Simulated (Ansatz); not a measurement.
C₂H₅AlClN from Hartree–Fock to CCSD(T)

Z-matrix (Å, degrees):
```
C
C 1 1.474
H 1 1.094 2 109.0
H 1 1.096 2 113.0 3 -121.9
H 1 1.093 2 109.5 3 115.6
N 2 1.292 1 125.2 3 120.4
Al 2 1.950 1 166.2 3 -50.4
H 6 1.022 2 122.4 1 -0.3
Cl 7 2.116 2 117.3 1 74.5
H 7 1.572 2 123.1 1 -92.2
```

Total charge 0; spin multiplicity 1. The bonds changed during the relaxation, so this is another structure than the one it started from. The structure was optimised at the PBE0-D4/def2-TZVP level. It is one conformer, not always the lowest. Frozen core, restricted reference, Ansatz. CBS rows extrapolate triple and quadruple zeta; past MP2 they add the triple-zeta difference.

```csv
basis,HF (Eh),MP2 corr.,CCSD corr.,(T),CCSD(T) total
def2-TZVPP,-834.66122,-0.79289,-0.83990,-0.03620,-835.53732
def2-QZVPP,?,?,–,–,–
CBS(def2),?,-0.89956,?,as TZ,?
```

(1) Fill in the withheld values. (Best estimate.)

## Answers

(1) Computed: def2-QZVPP HF (Eh): -834.68727; def2-QZVPP MP2 corr.: -0.85417; CBS(def2) HF (Eh): -834.69086; CBS(def2) CCSD corr.: -0.94657; CBS(def2) CCSD(T) total: -835.67363.
